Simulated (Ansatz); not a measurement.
The cluster OsO2. Charge 0, multiplicity 3. Geometry PBE0-D4/def2-TZVPD, that of the charge -1 doublet; atoms count from 1.

Cartesian coordinates in Å:
```
Os 0.200 -0.046 -0.201
O 0.764 1.327 0.665
O -0.964 -1.281 -0.463
```

In the def2 sets Os takes a core potential; there is no spin–orbit coupling. The structure comes from a short search, and lower isomers may exist.

(1) Estimate the Mulliken populations from the PBE0/def2-TZVPD orbitals of Ansatz.

(2) Where does the spin sit?

(3) And the Mayer bond orders between bonded heavy atoms (over 0.3)?

Results:

(1) 
```json
{"atom": "Os1", "charge (e)": "0.93", "spin (α − β)": "2.15", "d electrons": "5.72"}
{"atom": "O2", "charge (e)": "-0.47", "spin (α − β)": "-0.08", "d electrons": "–"}
{"atom": "O3", "charge (e)": "-0.47", "spin (α − β)": "-0.08", "d electrons": "–"}
```
Mulliken values and Mayer orders depend strongly on the basis. With diffuse functions, as here, like atoms can get unlike values, and bond orders can come out too low or too high.

(2) Summed by element: Os 2.15, O -0.15, of 2 unpaired in all. Largest on single atoms: Os1 2.15, O2 -0.08, O3 -0.08.

(3) Os1–O2 1.80 (1.72 Å); Os1–O3 1.80 (1.72 Å). Values over 0.3 also appear between atoms too far apart for a bond (O2–O3 0.32 at 3.33 Å); they arise where an orbital or an unpaired electron spreads over both atoms.
